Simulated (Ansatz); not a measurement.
Consider the ligand exchange at a Cd–O bond: `[SiH3][O][Cd][O][SiH3]` + HBr → `[SiH3][O][Cd][Br]` + `O[SiH3]`.

Computed with Ansatz on PBE0-D4/def2-TZVP structures; ΔE is electronic, products minus reactants. CCSD(T)/CBS adds triple-zeta CCSD(T) − MP2 to the extrapolated MP2 energy (def2 sets, frozen cores). DFT in def2-TZVPP. def2 core potentials past Kr. For Br, Cd outer-core shells are correlated without core-valence functions, which leaves a few kJ/mol of doubt a bond. Scalar relativity is left out up to krypton. Each species was taken in one conformer, which may not be the lowest.

CCSD(T)/CBS gives -28.8 kcal/mol.

Another level gave -26.2 kcal/mol. Which?
A. revPBE/def2-TZVPP
B. SCS-MP2/def2-TZVPP
C. r2SCANh/def2-TZVPP
D. r2SCAN0-D4/def2-TZVPP

B. SCS-MP2/def2-TZVPP -26.2, r2SCANh -29.1, revPBE -27.9, r2SCAN0-D4 -30.2 kcal/mol.

Largest T1 diagnostic among the species: 0.015.

From PBE to PBE0 (25 % exact exchange), in def2-TZVPP and without D4, ΔE moves by −2.4 kcal/mol. Leaving LDA and LC-ωPBE aside and taking each functional with its dispersion term where it has one, the values, not all of them listed here, spread over 4.9 kcal/mol, from BHLYP-D4 to BLYP-D4.
